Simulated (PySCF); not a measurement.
Al(All)(OH)2 (C3H7AlO2), SMILES C=C[CH2][Al]([OH])[OH]. Atoms are numbered in the order given.

```xyz
13

Al     0.0969     0.0040     0.9089
C      0.2274    -1.1346    -0.6958
C     -0.5202    -0.4747    -1.8092
C     -0.0118     0.3725    -2.7293
H     -0.1561    -2.1489    -0.4612
H      1.3112    -1.2300    -0.9284
H     -1.6097    -0.6697    -1.8358
H      1.0661     0.6077    -2.7638
H     -0.6516     0.8422    -3.4916
O     -0.1444     1.7040     0.7707
H     -0.2685     2.0622    -0.1250
O      0.2314    -0.6964     2.4696
H      0.1794    -0.1548     3.2731
```

Geometry optimised at PBE-D3(BJ)/def2-SVP. The values are those of a single conformer.

Level of theory: PBE-D3(BJ)/def2-SVP in PySCF.

Frequencies are harmonic and unscaled.

Computed normal modes with their intensities:
```
mode  ν (cm⁻¹)  IR (km/mol)  moving atoms (share of kinetic energy)
----  --------  -----------  --------------------------------------
1           34          0.1                  O 37 %, C 36 %, H 25 %
2           54          2.9                  C 46 %, O 31 %, H 20 %
3          131          2.8         H 38 %, C 30 %, O 21 %, Al 10 %
4          193          6.0         O 39 %, Al 23 %, C 21 %, H 17 %
5          214         33.8         O 46 %, H 22 %, Al 22 %, C 10 %
6          266         14.9         Al 40 %, H 26 %, C 21 %, O 12 %
7          356        180.6                          H 87 %, O 12 %
8          392          3.3                          H 60 %, C 37 %
9          406         33.2                                  H 86 %
10         524          9.8          C 42 %, H 31 %, O 17 %, Al 9 %
11         593         82.8                          H 75 %, O 24 %
12         631        147.8                   H 71 %, C 17 %, O 9 %
13         646         89.6                  H 71 %, O 14 %, C 13 %
14         687         40.5                  H 55 %, C 35 %, O 10 %
15         804         95.4                 O 42 %, Al 39 %, H 15 %
16         855         40.6                          H 71 %, C 28 %
17         910         72.9                 Al 42 %, O 37 %, H 15 %
18         918         28.0                          H 55 %, C 35 %
19         976          5.3                          H 76 %, C 23 %
20         997         14.2                          H 83 %, C 17 %
21        1043         75.5                          H 61 %, C 37 %
22        1162         23.9                          H 59 %, C 41 %
23        1268          1.0                          H 81 %, C 19 %
24        1354          7.8                          H 90 %, C 10 %
25        1388          5.5                          H 82 %, C 18 %
26        1648         40.7                          C 87 %, H 13 %
27        2974          4.3                                  H 95 %
28        3042          3.1                           H 91 %, C 9 %
29        3057         17.0                                  H 92 %
30        3065          1.4                                  H 94 %
31        3167          9.5                          H 89 %, C 11 %
32        3771         40.1                                  H 94 %
33        3805         65.3                                  H 94 %
```
